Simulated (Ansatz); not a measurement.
A made-up structure of BSiHClO (charge -1), closed shell:

```csv
atom,x (Å),y (Å),z (Å)
O1,0.2995,2.3829,-0.4973
Si2,0.1740,0.8046,0.2157
B3,-0.2850,-1.0802,-0.4582
Cl4,-0.5761,-2.7496,-1.1545
H5,0.3876,0.6424,1.8944
```

It is relaxed with PBE-D4/def2-SVPD and then PBE0-D4/def2-TZVPD (Ansatz 0.2.0). Atoms count as bonded within 1.22 times the sum of their covalent radii (H–H: 0.88 Å). The end point is not checked to be a true minimum.

Q: Does its bonding change? (Judge from chemistry; the calculation decides.)

A: Computed: No: no bond forms or breaks.

Where it ends: The first stage lowers the energy by 1.02 eV in 9 steps. It ends as BSiHClO ([O][SiH][B][Cl]), total charge -1:
O1  (0.282, 2.126, -0.447)
Si2  (0.280, 0.699, 0.172)
B3  (-0.622, -0.907, -0.352)
Cl4  (-0.317, -2.486, -1.060)
H5  (0.378, 0.568, 1.686)
(Å)

Labels in which every atom is bracketed show which atoms are joined, not bond orders.

For scale, one of the runs: PBE0-D4/def2-TZVPD relaxation, 175 basis functions, launched by `ansatz run in.yaml --threads 2 --pin off --events-out ev --progress --plain --max-ram 4352MiB`. Hardware: 2 CPU threads of an Arm Neoverse V2, shared host. Wall time about 35 s.
